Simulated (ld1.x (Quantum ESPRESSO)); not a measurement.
**An all-electron radial function and its pseudo partner (Zn (Z = 30))**

Columns: radius, all-electron u(r) and pseudo u(r) of the 3d shell (level -10.42 eV) of zinc in the configuration [Ne] 3s2 3p6 3d10 4s2 4p0; LDA (PZ), scalar-relativistic, TM scheme, ld1.x (Quantum ESPRESSO) 7.5.

| r (bohr) | all-electron | pseudo |
| --- | --- | --- |
| 0.070 | 0.0546 | 0.0065 |
| 0.140 | 0.2424 | 0.0494 |
| 0.210 | 0.4799 | 0.1528 |
| 0.280 | 0.6951 | 0.3204 |
| 0.350 | 0.8575 | 0.5333 |
| 0.420 | 0.9624 | 0.7564 |
| 0.490 | 1.0176 | 0.9509 |
| 0.560 | 1.0343 | 1.0871 |
| 0.630 | 1.0237 | 1.1529 |
| 0.700 | 0.9951 | 1.1533 |
| 0.770 | 0.9552 | 1.1056 |
| 0.840 | 0.9090 | 1.0301 |
| 0.910 | 0.8597 | 0.9447 |
| 0.980 | 0.8097 | 0.8616 |
| 1.050 | 0.7602 | 0.7874 |
| 1.120 | 0.7123 | 0.7239 |
| 1.190 | 0.6663 | 0.6700 |
| 1.260 | 0.6228 | 0.6235 |
| 1.330 | 0.5816 | 0.5817 |
| 1.400 | 0.5430 | 0.5430 |
| 1.470 | 0.5068 | 0.5068 |
| 1.540 | 0.4730 | 0.4730 |
| 1.610 | 0.4414 | 0.4414 |
| 1.680 | 0.4120 | 0.4120 |
| 1.750 | 0.3846 | 0.3846 |
| 1.820 | 0.3591 | 0.3591 |

(1) How many radial nodes do the two functions have?

(2) At about which radius was the pseudo-wave matched?

(3) Is the pseudo-wave norm-conserving?

## Answers

(1) The all-electron 3d function has n − l − 1 = 0; the pseudo-wave has 0.

(2) 1.40 bohr, where the columns begin to agree (steps of 0.07 bohr).

(3) Yes: the TM scheme keeps the norm inside the radius equal to the all-electron one, which fixes the energy derivative of the logarithmic derivative at the level.
